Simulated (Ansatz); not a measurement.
The first iterations of a band of CH5BO2 (9 atoms, charge 0, multiplicity 1).

The calculation used RKS revPBE-D4/def2-SVP in Ansatz 0.2.0.

| Item | Value |
| --- | --- |
| movable images | 7 |
| climbing image | yes |
| spring | 5.0 eV/Å² |
| optimiser | quadratic models (default) |
| start path | through a guess of the saddle point |
| force threshold | 0.05 eV/Å |
| iteration limit | 60 |
| end points | relaxed |

Initial state:

```xyz
9
Properties=species:S:1:pos:R:3
B 0.662 0.567 -0.694
C -0.545 0.130 0.206
O 0.747 -0.932 -0.011
O -0.638 0.500 1.496
H 0.536 0.507 -1.908
H 1.495 1.302 -0.200
H -1.415 -0.438 -0.188
H 0.468 -1.568 -0.701
H -1.221 -0.116 1.983
```

Final state:

```xyz
9
Properties=species:S:1:pos:R:3
B 0.379 0.990 -0.443
C -0.175 -0.470 -0.364
O 0.546 -1.487 0.186
O -0.721 0.574 0.761
H -0.122 1.772 -1.227
H 1.478 1.205 0.039
H -1.105 -0.776 -0.880
H -0.048 -2.240 0.377
H -0.144 0.387 1.532
```

| iteration | highest image above the first end (eV) | largest band force component (eV/Å) |
| --- | --- | --- |
| 1 | 2.162 | 11.448 |
| 2 | 0.714 | 1.762 |
| 3 | 0.655 | 1.707 |
| 4 | 0.542 | 0.922 |
| 5 | 0.514 | 0.298 |
| 6 | 0.515 | 0.411 |

Q: Does the band converge within its limit, and where does its top end?

A: It converged. It ended after 19 iterations with the highest image 0.287 eV above the first end. The profile has 2 maxima (images 3, 6) with wells between them (image 4): this band takes more than one step, which may be the mechanism or a detour left from its start path. A structure lower than the last end lies on the path between it and the top, so the climb from that side starts below the end, which may itself be a saddle point or a shallow side well. A vibrational analysis at the climbing image gives one clearly imaginary mode, 541i cm⁻¹: a first-order saddle point. The orbitals stay closed-shell, which can raise the energy where a bond breaks towards radicals; this wasn't checked here.

Run time: 8.4 min on 1 thread of Intel(R) Xeon(R) Processor @ 2.50GHz (Skylake/Cascade Lake) (shared host), peak memory 0.15 GiB.
